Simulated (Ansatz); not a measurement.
GaAs₂⁻. Charge -1, multiplicity 1. Geometry PBE-D4/def2-TZVPD, basis def2-TZVPD, Ansatz.

```
atom    x (Å)    y (Å)    z (Å)
 Ga1  -0.7621  -1.3113   0.3034
 As2  -0.6017   1.2439  -0.0776
 As3   1.3637   0.0674  -0.2258
```

```tsv
run	HOMO (eV)	LUMO (eV)
A	-2.29	3.72
B	-0.38	1.81
C	0.26	1.09
D	-0.51	1.77
E	-1.03	2.65
F	0.45	1.13
```

The structure comes from a short search, and lower isomers may exist.

Q: The runs used BHLYP, PBE, PBE0, r2SCAN, r2SCAN0, ωB97X-V. Estimate which is which.

A: A ωB97X-V (range-separated); B PBE0 (25 % exact exchange); C r2SCAN (0 % exact exchange); D r2SCAN0 (25 % exact exchange); E BHLYP (50 % exact exchange); F PBE (0 % exact exchange). Exact exchange lowers occupied and raises empty levels; among semilocal functionals meta-GGAs tend to open the gap a little, and such runs are hard to tell apart. The gap grows from 0.67 eV (PBE) to 6.01 eV (ωB97X-V). At r2SCAN-D4/def2-TZVPD, PBE-D4/def2-TZVPD the highest occupied level of the charge -1 singlet lies above zero (up to 0.45 eV). By energy differences its removal costs 2.00 eV (vertical, to the charge 0 doublet, at PBE-D4/def2-TZVPD); a positive level beside a positive removal energy at the same level points to self-interaction error.
